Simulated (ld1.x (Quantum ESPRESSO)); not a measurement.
**Scattering properties, PAW potential for Zr**

| Quantity | Value |
| --- | --- |
| Element | Zr (Z = 40) |
| Generator | ld1.x (Quantum ESPRESSO) 7.5 |
| Type | PAW |
| Functional | LDA (PZ) |
| Relativity | fully relativistic |
| Frozen core | [Ar] 3d10 4s2 |
| Valence charge | 10 |
| Reference configuration | 4p6 4d2 5s2 5p0 |
| Partial waves | 5s (bound): rcut 2.45, rcutus 3.10 bohr; 5s channel at 2.65 Ry: rcut 2.45, rcutus 3.10 bohr; 4p (bound): rcut 1.80, rcutus 2.05 bohr; 5p (bound, empty): rcut 1.80, rcutus 2.05 bohr; 4d (bound): rcut 2.90, rcutus 3.05 bohr; 4d channel at 0.75 Ry: rcut 2.90, rcutus 3.05 bohr |
| Local potential | all-electron potential smoothed inside 2.40 bohr (lloc = -1) |
| Core correction | a·sin(br)/r model core inside 1.30 bohr |
| Augmentation charge | GAUSS, radius 1.95 bohr |

Open shells are filled in proportion to 2j + 1 (rel_dist='average').

The phase is arctan(r·u′/u) with u = r·R(r), unwrapped; energies in Ry, scanned from -4 to 5 Ry. A pole is an energy at which the radial function vanishes at the test radius. The pseudo phase is shifted by a multiple of π to meet the all-electron one at the reference energy, and phase errors are pseudo minus all-electron; the curves can meet again beyond the range given. Levels narrower than the energy grid can be missing from the lists of poles.

```csv
channel,radius (bohr),reference energy (Ry),"poles, all-electron","poles, pseudo",unbroken range about the reference energy with phases within 0.05 rad,phase error 1 Ry above the reference energy (rad)
s,3.34,-0.34,"-4.00, 0.99",0.99,above -4.0,-0.000
p1/2,3.34,-0.12,"-2.46, 1.78","-2.46, 1.77",below 3.5,-0.001
p3/2,3.34,-0.11,"-2.32, 1.87","-2.32, 1.86",below 3.6,-0.001
d3/2,3.34,-0.28,"-0.02, 3.48","-0.02, 2.56",below 1.2,-0.000
d5/2,3.34,-0.27,"-0.00, 3.51","-0.00, 2.57",below 1.3,-0.000
```

The ghost test of this file was not conclusive.

Phases in the p3/2 channel:

```csv
E (Ry),all-electron,pseudo
-4.00,1.409,1.408
-3.76,1.402,1.402
-3.52,1.394,1.394
-3.28,1.385,1.385
-3.04,1.373,1.373
-2.80,1.356,1.356
-2.56,1.314,1.314
-2.32,-1.567,-1.567
-2.08,-1.758,-1.758
-1.84,-1.792,-1.792
-1.60,-1.818,-1.818
-1.36,-1.848,-1.848
-1.12,-1.885,-1.885
-0.88,-1.935,-1.935
-0.64,-2.009,-2.009
-0.40,-2.132,-2.132
-0.16,-2.370,-2.370
0.08,-2.898,-2.898
0.32,-3.704,-3.704
0.56,-4.192,-4.192
0.80,-4.414,-4.414
1.04,-4.532,-4.533
1.28,-4.606,-4.606
1.52,-4.657,-4.658
1.76,-4.697,-4.698
2.00,-4.730,-4.732
2.24,-4.760,-4.763
2.48,-4.789,-4.793
2.72,-4.819,-4.825
2.96,-4.853,-4.862
3.20,-4.894,-4.909
3.44,-4.948,-4.975
3.68,-5.029,-5.083
3.92,-5.167,-5.302
4.16,-5.461,-5.876
4.40,-6.169,-6.872
4.64,-7.002,-7.359
4.88,-7.375,-7.550
```
